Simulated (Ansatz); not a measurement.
## Which isomer of HPSSeZn gives these data?

These gas-phase data were calculated for one isomer of HPSSeZn at PBE-D3(BJ)/def2-SVP (harmonic, unscaled wavenumbers; equilibrium rotational constants with average atomic masses):

```
rotational constants            : 2.83, 1.51, 1.003 GHz
all wavenumbers above 1500 cm⁻¹ : 2258
```

Candidates:

(1) `[ZnH][S]P=[Se]`, a singlet
(2) `P1[S][Zn][Se]1`, a singlet

Task: Which candidate do the data belong to?

Result: Candidate (2). The band at 2258 cm⁻¹ lies where the P–H stretch is expected; (1) has no mode between 2250 and 2520 cm⁻¹.

The same quantities for all candidates:

```tsv
	rotational constants (GHz)	wavenumbers above 1500 cm⁻¹	E above the lowest, PBE-D3(BJ)/def2-SVP (kcal/mol)
(1)	9.191, 0.5248, 0.4964	1859	7.1
(2)	2.83, 1.51, 1.003	2258	0.0
```

Harmonic stretches to hydrogen usually lie a few per cent above observed fundamentals. Each candidate is one conformer. Programs: Ansatz 0.2.0.
